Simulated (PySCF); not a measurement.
GaH₃, singlet: computed properties

Method: BP86 in PySCF with Ga def2-TZVP, H def2-TZVP; no relativity; density-fitted integrals.

The structure is a minimum.

```xyz
4
charge 0 multiplicity 1, angstrom
Ga    0.0000    0.0000    0.0000
H     1.5753    0.0000    0.0000
H    -0.7876    1.3642    0.0000
H    -0.7876   -1.3642    0.0000
```

| Quantity | Value |
| --- | --- |
| Point group | D3h |
| Bond lengths | Ga–H 1.575 Å (×3) |
| Bond angles | H–Ga–H 120.0° (×3) |
| Principal polarisabilities | 23.9, 36.1, 36.1 bohr³ |
| Entropy at 298.15 K and 1 bar | 218.7 J/(mol K) |
| Dipole moment | 0.00 D |
| Heat capacity Cp at 298.15 K | 43.2 J/(mol K) |
| Rotational symmetry number | 6 |
| Lowest empty level | -2.72 eV |
| Principal quadrupole moments (Buckingham, traceless) about the centre of mass | -2.64, -2.64, 5.29 D Å |
| Atomisation energy without zero-point energy | 829 kJ/mol |
| Zero-point energy | 47.5 kJ/mol |
| Highest occupied level | -7.47 eV |
| Enthalpy at 298.15 K above 0 K | 10.73 kJ/mol |
| Rotational constants | 4.494, 4.494, 2.247 cm⁻¹ |

Harmonic modes (masses in u: Ga 68.926, H 1.008):
| symmetry | ω (cm⁻¹) | IR (km/mol, summed over degenerate members) |
| --- | --- | --- |
| a2'' | 705 | 147 |
| e' | 738 | 268 |
| a1' | 1910 | 0.0 |
| e' | 1924 | 490 |

In D3h the vibrations span a2'' + 2e' + a1'. The a1' mode carries no infrared intensity, as symmetry demands.

Charges (e):
| atom | Mulliken | Löwdin | polar tensor | Mayer order to Ga1 |
| --- | --- | --- | --- | --- |
| Ga1 | 0.27 | 0.31 | 0.91 | – |
| H2,3,4 | -0.09 | -0.10 | -0.30 | 0.92 |

Mulliken populations on Ga1: s 7.31, p 13.37, d 10.04, f 0.01.

Outer orbital energies (eV). occupied: -20.25, -20.08, -20.08, -19.92, -19.92, -11.38, -7.47, -7.47; empty: -2.72, 0.06, 1.32, 1.32.

Counting electrons, gallium keeps none of its valence electrons outside its bonds, so the VSEPR class is AX3 and the expected shape is trigonal planar (D3h), as computed.

The final relaxation and frequency run took about 50 core-seconds on a shared host.
